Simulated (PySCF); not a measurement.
Vertical excitations of a molecule C3H8OSi2 from TDDFT-PBE/def2-SVPD run with PySCF, as energy in eV (oscillator strength): 5.06 (0.002), 5.29 (0.016), 5.41 (0.074), 5.82 (0.002), 6.00 (0.011), 6.12 (0.008), 6.23 (0.000), 6.29 (0.010), 6.38 (0.004), 6.66 (0.008). Lowest triplet (TDA): 3.99 eV. Geometry optimised at B3LYP-D3(BJ)/def2-SVP. One conformer was computed; it need not be the lowest.

**Question.** Identify the compound among the candidates.
A) [SiH3]C#CCO[SiH3]
B) [SiH3][C@H]1OC=C[SiH2]1
C) C#CCO[SiH2][SiH3]
D) COC1=C[SiH2][SiH2]1

**Answer.** B, [SiH3][C@H]1OC=C[SiH2]1
